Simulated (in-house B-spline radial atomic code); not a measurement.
**Binding energies in Lu4+**

NIST's tabulated ground configuration is [Xe] 4f13; each binding energy is the energy of the ion with one electron taken from that subshell, relaxed, less that of the parent. Level of theory: Dirac-Hartree-Fock, average of configuration, Fermi nucleus of rms radius 5.37 fm; calculated with an all-electron radial atomic-structure program (B-spline basis). Energies include first-order Breit, QED and recoil terms.

| subshell | X-ray name | binding energy (eV) | -ε (eV) | relaxation (eV) |
| --- | --- | --- | --- | --- |
| 2s | L1 | 10938.4 | 11024.8 | 49.5 |
| 2p1/2 | L2 | 10410.7 | 10500.6 | 53.8 |
| 2p3/2 | L3 | 9305.9 | 9380.6 | 51.1 |
| 3s | M1 | 2560.7 | 2595.3 | 27.4 |
| 3p1/2 | M2 | 2329.2 | 2364.2 | 28.3 |
| 3p3/2 | M3 | 2090.4 | 2121.4 | 26.9 |
| 3d3/2 | M4 | 1702.6 | 1734.5 | 29.4 |
| 3d5/2 | M5 | 1651.6 | 1682.0 | 28.9 |
| 4s | N1 | 574 | 586.0 | 10.4 |
| 4p1/2 | N2 | 479.1 | 490.6 | 10.2 |
| 4p3/2 | N3 | 424.7 | 434.7 | 9.2 |
| 4d3/2 | N4 | 268.3 | 277.3 | 8.7 |
| 4d5/2 | N5 | 258.4 | 266.8 | 8.3 |
| 5s | O1 | 117 | 118.4 | 1.2 |
| 5p1/2 | O2 | 86.63 | 87.81 | 1.02 |
| 5p3/2 | O3 | 78.83 | 79.72 | 0.82 |
| 4f | N6,7 | 65.17 | 71.48 | 6.47 |

Relaxation = -ε minus the binding energy without Breit, QED and recoil terms.

Emission lines follow as differences of binding energies, with λ = 12398.42 eV·Å / E:

```
 line          holes  energy (eV)  wavelength (Å)
L3-M5  2p3/2 → 3d5/2       7654.3          1.6198
L2-M4  2p1/2 → 3d3/2       8708.1          1.4238
L1-M3     2s → 3p3/2       8848.0          1.4013
L3-M1     2p3/2 → 3s       6745.2          1.8381
L2-N4  2p1/2 → 4d3/2      10142.4          1.2224
```

(1) What does it cost to remove both a 3p1/2 and a 4s electron?

(2) What does it cost to remove both a 2s and a 4p3/2 electron?

## Answers

(1) 2936.4 eV, which is 33.2 eV more than the two single binding energies together.

(2) 11398 eV, which is 35.03 eV more than the two single binding energies together.
